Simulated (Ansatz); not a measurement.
Reaction (redistribution): `C[N](C)[Y]([OH])[OH]` + `[CH3][Ga]([Cl])[Cl]` → `[CH3][Y]([OH])[OH]` + `C[N](C)[Ga]([Cl])[Cl]`

Calculated with Ansatz (gas phase, PBE0-D4/def2-TZVP geometries, no zero-point term in ΔE). CCSD(T)/CBS adds triple-zeta CCSD(T) − MP2 to the extrapolated MP2 energy (def2 sets, frozen cores). DFT in def2-TZVPP. Elements past krypton have def2 core potentials. For Ga, Y outer-core shells are correlated without core-valence functions, which leaves a few kJ/mol of doubt a bond. Scalar relativity is left out up to krypton. One conformer a species, not always the lowest.

```tsv
level	ΔE (kJ/mol)
revPBE-D4	79.4
r2SCANh-D4	78.4
ωB97M-V	75.3
MP2/def2-TZVPP	75.1
```

(1) What does CCSD(T)/CBS give? (Best estimate.)

Largest T1 diagnostic among the species: 0.014.

## Answers

(1) Ansatz gave: +73.1 kJ/mol. The listed levels differ from it by 6.3, 5.3, 2.2, 2.0 kJ/mol.

At CCSD(T), def2-SVP lies +7.3 kJ/mol from the extrapolated value and def2-TZVPP −0.2 kJ/mol. Leaving LDA and LC-ωPBE aside and taking each functional with its dispersion term where it has one, the values, not all of them listed here, spread over 7.1 kJ/mol, from BHLYP-D4 to PBE-D4. LDA lies −6.3 kJ/mol from PBE without D4.
